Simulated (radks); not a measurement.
Values are calculated unless marked as measured or tabulated.
Coulomb parameter of the 5d shell of neutral rhenium in the model configuration [Xe] 4f14 5d6 6s1, as a second difference U = [E(n + 0.25) + E(n - 0.25) - 2 E(n)] / (0.25)^2 with all orbitals relaxed. "Bare": the charge of the atom changes with n. "Screened": the 6s shell takes up the change at fixed total charge, which measures U(5d,5d) + U(6s,6s) - 2 U(5d,6s). Code: a radial shooting solver on a logarithmic mesh with Libxc functionals. Model: scalar-relativistic Kohn-Sham, PBEsol, spin-unpolarised, spherical densities, point nucleus.

| case | configuration | E - E(n) (eV) |
|---|---|---|
| start | [Xe] 4f14 5d6 6s1 | 0.000 |
| bare +0.25 | [Xe] 4f14 5d6.25 6s1 | -0.769 |
| bare -0.25 | [Xe] 4f14 5d5.75 6s1 | 1.261 |
| screened +0.25 | [Xe] 4f14 5d6.25 6s0.75 | 0.344 |
| screened -0.25 | [Xe] 4f14 5d5.75 6s1.25 | -0.304 |

U(bare) = 7.865 eV, U(screened by 6s) = 0.642 eV, against the Slater integral F0(5d,5d) = 12.345 eV with frozen orbitals. The step up makes a negative ion, whose loosely bound charge lowers the bare value.
